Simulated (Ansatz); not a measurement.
Calculation: frozen-core CCSD(T)/cc-pVTZ // PBE0-D3(BJ)/def2-TZVP (Ansatz, a first-principles code).

Ansatz 0.2 input:
```yaml
crystal:
  periodic: [false, false, false]
  atoms:
    - { symbol: C, position_ang: [-0.487415, 1.394029, -0.041917] }
    - { symbol: C, position_ang: [0.083249, 0.18888, 0.039756] }
    - { symbol: C, position_ang: [-0.706503, -1.079735, 0.030736] }
    - { symbol: N, position_ang: [1.44707, -0.004744, 0.208201] }
    - { symbol: H, position_ang: [0.100016, 2.305186, -0.035876] }
    - { symbol: H, position_ang: [-1.562594, 1.489526, -0.091328] }
    - { symbol: H, position_ang: [-1.77259, -0.87585, -0.051363] }
    - { symbol: H, position_ang: [-0.525467, -1.651136, 0.945699] }
    - { symbol: H, position_ang: [-0.413239, -1.713557, -0.813436] }
    - { symbol: H, position_ang: [2.023438, 0.797241, 0.009043] }
    - { symbol: H, position_ang: [1.814032, -0.84984, -0.199513] }
basis:
  gaussian: { orbitals: cc-pVTZ }
correlation:
  method: ccsd_t
```

Output:

```
Functional definition: HF
1233 factors; integrals over basis functions are off by at most 1.1e-3 eV
mean field evaluation 1: about -4681.6049 eV, gradient 3.7e1 eV
mean field evaluation 2: about -4681.6082 eV, gradient 3.7e1 eV
mean field evaluation 4: about -4685.0434 eV, gradient 3.3e0 eV
mean field evaluation 8: about -4685.0850 eV, gradient 3.9e-4 eV
mean field evaluation 16: about -4685.0830 eV, gradient 2.9e-1 eV
mean field -4685.08500290 eV, -172.1736981920 hartree, gradient 3.2e-6 eV, S^2 0.000000; 0 other end points of the search recorded, 0 dependent functions left out
4 core orbitals not correlated
reference -4685.08500290 eV, -172.1736981920 hartree; 12, 12 occupied and 202, 202 virtual orbitals, 1233 factors
second order -19.60530047 eV of doubles, -0.00000000 eV of singles
cycle   1  -20.00117539 eV  change   -4.0e-1 eV  update   8.8e-2
cycle   2  -20.46896540 eV  change   -4.7e-1 eV  update   2.6e-2
cycle   3  -20.56109130 eV  change   -9.2e-2 eV  update   1.2e-2
cycle   4  -20.55508198 eV  change    6.0e-3 eV  update   3.3e-3
cycle   5  -20.55541095 eV  change   -3.3e-4 eV  update   1.4e-3
cycle   6  -20.55555705 eV  change   -1.5e-4 eV  update   4.2e-4
cycle   7  -20.55533866 eV  change    2.2e-4 eV  update   1.3e-4
cycle   8  -20.55532840 eV  change    1.0e-5 eV  update   5.6e-5
cycle   9  -20.55534026 eV  change   -1.2e-5 eV  update   1.7e-5
perturbative correction -0.86452345 eV, -0.0317706507 hartree
Total energy: -4706.50486661 eV, -172.9608636644 hartree
```

Cost: about 110 core-seconds (a rough figure).
